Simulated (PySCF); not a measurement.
Radial density of Ni⁺ (nickel, charge +1)

r2SCAN, [Ar] 3d9, 2D determinant. Computed with PySCF 2.14 in jorge-DZP-DKH (8s6p2d1f, 43 functions), with scalar relativity by spin-free X2C-1e.

```tsv
r (bohr)	4πr²ρ (e/bohr)	4πr²(ρα − ρβ)
0.000858	0.2060	0.0000
0.00144	0.5355	-0.0001
0.00243	1.304	-0.0002
0.00408	3.104	-0.0005
0.00687	7.035	-0.0012
0.0116	14.49	-0.0024
0.0194	25.29	-0.0039
0.0327	33.59	-0.0042
0.0550	30.67	-0.0018
0.0925	27.30	0.0020
0.156	37.82	0.0610
0.262	26.97	0.4008
0.440	16.51	1.1344
0.740	19.50	1.3822
1.25	6.829	0.6019
2.09	1.176	-0.0586
3.52	0.1088	-0.0882
5.93	0.002566	-0.0026
```

Densities and radii are taken from the X2C orbitals without a picture-change correction, which distorts them close to the nucleus.

⟨L²⟩ = 8.40 against 6 for a pure D term, so this real determinant mixes terms. ⟨S²⟩ = 1.24 against 0.75 shows spin contamination. The s, p, d and f populations moved away from the nominal configuration during the SCF.

(1) Where is the radial spin density 4πr²(ρα − ρβ) most negative, and why is it negative at all?

Answers

(1) Around r = 3.52 bohr, down to -0.0882 e/bohr: exchange with the open shell polarises the paired shells in an unrestricted calculation.
